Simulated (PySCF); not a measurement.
B3LYP has the VWN-RPA correlation part, as in Gaussian. Delta-SCF ions had no search for a lower state. Excitations are Tamm–Dancoff values on a coarser integration grid. The basis has no diffuse functions, so Rydberg states are missing or too high.

BBr₂Cl, SMILES `ClB(Br)Br` (charge 0, multiplicity 1)

These are B3LYP-D3(BJ)/def2-TZVP // PBE0-D4/def2-TZVP (PySCF) values and carry that method's errors.

| Quantity | Value |
|---|---|
| HOMO | -8.16 eV |
| dipole moment | 0.04 D |
| HOMO–LUMO gap | 6.05 eV |
| LUMO | -2.11 eV |
| S1 excitation (TDA) | 4.84 eV |
| S1 oscillator strength | 0.000 |
| brightest of the four lowest singlets (TDA) | 6.02 eV |
| T1 excitation (TDA) | 4.68 eV |
| S1–T1 gap (TDA) | 0.16 eV |
| vertical ionisation energy (Delta-SCF) | 10.45 eV |
| total energy | -153297.34 eV |
| cost | very roughly 110 core-seconds |

```xyz
4

Cl     1.7295    -0.3967    -0.0012
B      0.0410    -0.0094     0.0000
Br    -0.5177     1.8054    -0.0004
Br    -1.2528    -1.3992     0.0015
```
Charge 0, spin multiplicity 1.
